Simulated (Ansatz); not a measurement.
Input file for CH6GeOS (`OC[S][GeH3]`):

```yaml
crystal:
  periodic: [false, false, false]
  atoms:
    - {symbol: O, position_ang: [-1.138131, 1.449847, -1.011276]}
    - {symbol: C, position_ang: [0.197442, 1.060178, -0.978039]}
    - {symbol: S, position_ang: [0.482171, -0.741095, -1.140617]}
    - {symbol: Ge, position_ang: [0.234628, -1.342484, 0.976415]}
    - {symbol: H, position_ang: [-1.600831, 1.049208, -0.269687]}
    - {symbol: H, position_ang: [0.676083, 1.502843, -1.851470]}
    - {symbol: H, position_ang: [0.716415, 1.415202, -0.080744]}
    - {symbol: H, position_ang: [0.346568, -2.869309, 1.021913]}
    - {symbol: H, position_ang: [-1.149425, -0.898236, 1.493526]}
    - {symbol: H, position_ang: [1.318079, -0.677154, 1.843076]}
basis:
  gaussian: {orbitals: def2-TZVPP}
correlation: {method: ccsd_t}
```

```sh
$ ansatz run in.yaml --threads 4 --pin off --events-out ev --progress --plain --max-ram 10444MiB
```

Output of Ansatz, abridged:

```
Functional definition: HF
1421 factors; integrals over basis functions are off by at most 1.1e-3 eV
mean field evaluation 1: about -70452.3750 eV, gradient 3.3e1 eV
mean field evaluation 2: about -70452.6129 eV, gradient 3.3e1 eV
mean field evaluation 4: about -70455.2269 eV, gradient 3.7e0 eV
mean field evaluation 8: about -70455.2795 eV, gradient 2.5e-1 eV
mean field -70455.27993624 eV, -2589.1837813530 hartree, gradient 2.9e-6 eV, S^2 0.000000; 0 other end points of the search recorded, 0 dependent functions left out
16 core orbitals not correlated: weight in the atoms' cores, before any rotation towards them, 1.000 or more for the frozen orbitals, at most 0.000 for the correlated occupied ones
reference -70455.27993624 eV, -2589.1837813530 hartree; 18, 18 occupied and 202, 202 virtual orbitals, 1421 factors
second order -23.26060554 eV of doubles, -0.00000000 eV of singles
cycle   1  -23.52303940 eV  change   -2.6e-1 eV  update   1.1e-1
cycle   2  -24.19693228 eV  change   -6.7e-1 eV  update   3.1e-2
cycle   3  -24.30229734 eV  change   -1.1e-1 eV  update   1.5e-2
cycle   4  -24.29053720 eV  change    1.2e-2 eV  update   3.5e-3
cycle   5  -24.28950811 eV  change    1.0e-3 eV  update   1.7e-3
cycle   6  -24.28985619 eV  change   -3.5e-4 eV  update   5.2e-4
cycle   7  -24.28956240 eV  change    2.9e-4 eV  update   2.3e-4
cycle   8  -24.28954314 eV  change    1.9e-5 eV  update   7.9e-5
cycle   9  -24.28957144 eV  change   -2.8e-5 eV  update   3.2e-5
perturbative correction -0.96715532 eV, -0.0355423025 hartree
Total energy: -70480.53666301 eV, -2590.1119489420 hartree
```

Run time 2.7 min (4 threads of an Arm Neoverse V1 on a shared host); peak host memory 4.3 GiB.

MP2 recovers 92.1 % of the CCSD(T) correlation energy and the triples give 3.8 %; T1 = 0.0115.
